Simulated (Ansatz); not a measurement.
One geometry of C2H6Cr⁺, that is CrMe2 with one electron fewer, several levels of theory.

```yaml
crystal:
  periodic: [false, false, false]
  atoms:
    - {symbol: Cr, position_ang: [0.955339, -0.504166, 0.001169]}
    - {symbol: C, position_ang: [0.000850, 0.008339, 1.700764]}
    - {symbol: H, position_ang: [-0.130622, 1.098945, 1.775056]}
    - {symbol: H, position_ang: [0.640309, -0.333870, 2.538158]}
    - {symbol: H, position_ang: [-0.979568, -0.486933, 1.775511]}
    - {symbol: C, position_ang: [-0.002844, -0.006531, -1.700763]}
    - {symbol: H, position_ang: [-0.986692, -0.496413, -1.765449]}
    - {symbol: H, position_ang: [0.630921, -0.363248, -2.536443]}
    - {symbol: H, position_ang: [-0.127694, 1.083887, -1.787992]}
basis:
  gaussian: {orbitals: def2-TZVP, initial_orbitals: start.molden}
total_charge: 1
magnetization: {spin_polarized: true, initial_magnetization: 3}
hamiltonian: {xc: {name: wB97M-V}}
scf: {omitted_lower_state_checks: [starts]}
output: {orbitals: {seedname: orbitals}}
```

The file start.molden holds the orbitals of an earlier run on this structure, at another level or in another basis.

```sh
$ ansatz run in.yaml --threads 2 --pin off --events-out ev --progress --plain --max-ram 4352MiB
```

Output, abridged:

```
Functional definition: wB97M-V
  name "wB97M-V"
  cite "Mardirossian & Head-Gordon, J. Chem. Phys. 144, 214110 (2016) doi:10.1063/1.4952647"
  cite "Becke, J. Chem. Phys. 107, 8554 (1997) doi:10.1063/1.475007"
  cite "Vydrov & Van Voorhis, J. Chem. Phys. 133, 244103 (2010) doi:10.1063/1.3521275"
  # Of w^i u^j: cxij and so on, Table III.
  parameter omega = 0.3/bohr
  parameter cx = 0.15
  parameter cx01 = 1.007
  parameter cx10 = 0.259
  parameter css00 = 0.443
  parameter css04 = -1.437
  parameter css10 = -4.535
  parameter css20 = -3.390
  parameter css43 = 4.278
  parameter cos00 = 1.000
  parameter cos10 = 1.358
  parameter cos20 = 2.924
  parameter cos21 = -8.812
  parameter cos60 = -1.390
  parameter cos61 = 9.142
  parameter b = 6.0
  parameter c = 0.01
  gx(w, u) = 1 - cx + cx01*u + cx10*w
  gss(w, u) = css00 + css04*u^4 + css10*w + css20*w^2 + css43*w^4*u^3
  gos(w, u) = cos00 + cos10*w + (cos20 + cos21*u)*w^2 + (cos60 + cos61*u)*w^6
  exchange = spin_sum(e_x_unif_sr(omega)*gx(b97_w, b97_u_x)) + cx*exact_x_sr(omega) + exact_x_lr(omega)
  correlation = spin_sum(e_c_pw_mod_same_spin*gss(b97_w, b97_u_same))
      + integral(e_c_pw_mod_opposite_spin*gos(b97_w_opposite, b97_u_opposite)) + vv10(b, c)
these checks for a lower state are left out or cut short: starts
1083 factors; their error is unknown
298 factors; integrals over basis functions are off by at most 1.9e-5 eV
mean field evaluation 1: about -30581.5272 eV, gradient 5.5e0 eV
mean field evaluation 2: about -30581.5963 eV, gradient 1.2e-1 eV
mean field evaluation 4: about -30581.6773 eV, gradient 2.4e-3 eV
mean field evaluation 8: about -30581.6773 eV, gradient 5.6e-5 eV
mean field -30581.67733409 eV, -1123.8559130223 hartree, gradient 9.9e-6 eV, S^2 4.086527; 0 other end points of the search recorded, 0 dependent functions left out
reference -30581.67738202 eV, -1123.8559147838 hartree; 22, 19 occupied and 121, 124 virtual orbitals, 1083 factors
Total energy: -30581.67738202 eV, -1123.8559147838 hartree
Checks for a lower state left out: starts
```

It took 24 s on 2 threads of Intel Xeon 6975P-C on a shared host, peak host memory 0.76 GiB.

First input, but with `hamiltonian: {xc: {name: B97M-V}}` (abridged; 10 s):

```
Functional definition: B97M-V
mean field -30578.56407733 eV, -1123.7415029467 hartree, gradient 2.5e-5 eV, S^2 3.982022
Total energy: -30578.56413883 eV, -1123.7415052068 hartree
Checks for a lower state left out: starts
```

The first input with `hamiltonian: {xc: r2scan, dispersion: d4}` (abridged; 4.4 s):

```
Functional definition: r2SCAN
mean field -30583.48802006 eV, -1123.9224545045 hartree, gradient 1.6e-5 eV, S^2 4.006284
Total energy: -30583.51550266 eV, -1123.9234644713 hartree
Checks for a lower state left out: starts
```

As the first input, with `hamiltonian: {xc: pbe, dispersion: d4}` (abridged; 2.4 s):

```
Functional definition: PBE
mean field -30576.10063615 eV, -1123.6509731531 hartree, gradient 3.2e-5 eV, S^2 3.895449
Total energy: -30576.21769211 eV, -1123.6552748804 hartree
Checks for a lower state left out: starts
```

First input, but with `hamiltonian: {xc: {name: B2PLYP}}` and without the key `output` (abridged; 9.5 s):

```
Functional definition: B2PLYP
mean field -30571.04542200 eV, -1123.4651974596 hartree, gradient 3.3e-6 eV, S^2 4.276012
7 core orbitals not correlated: weight in the atoms' cores, before any rotation towards them, 1.000 or more for the frozen orbitals, at most 0.000 for the correlated occupied ones
second order -23.67880426 eV of doubles, -0.00000000 eV of singles
Total energy: -30577.43885159 eV, -1123.7001516634 hartree
Checks for a lower state left out: starts
```

As the first input, with `hamiltonian: {xc: {name: BLYP}, dispersion: d4}` (abridged; 3.3 s):

```
Functional definition: BLYP
mean field -30585.46904297 eV, -1123.9952557535 hartree, gradient 1.2e-5 eV, S^2 3.882985
Total energy: -30585.72882007 eV, -1124.0048023860 hartree
Checks for a lower state left out: starts
```

First input, but with `hamiltonian: {xc: {name: LC-wPBE}}` (abridged; 7.5 s):

```
Functional definition: LC-wPBE
mean field -30578.76183347 eV, -1123.7487703508 hartree, gradient 1.6e-5 eV, S^2 4.120459
Total energy: -30578.76183348 eV, -1123.7487703511 hartree
Checks for a lower state left out: starts
```

Geometry: PBE-D4/def2-TZVP, that of the neutral quintet.

LC-ωPBE has ω = 0.4 bohr⁻¹. Correlated methods freeze 7 core orbitals; core or outer-core shells of Cr are correlated, in sets that lack core-valence functions. At ωB97M-V/def2-TZVP, B97M-V/def2-TZVP, r2SCAN-D4/def2-TZVP, PBE-D4/def2-TZVP and others the charge 1 quartet is spin-contaminated (final ⟨S²⟩ up to 4.28, 3.75 for a pure state).
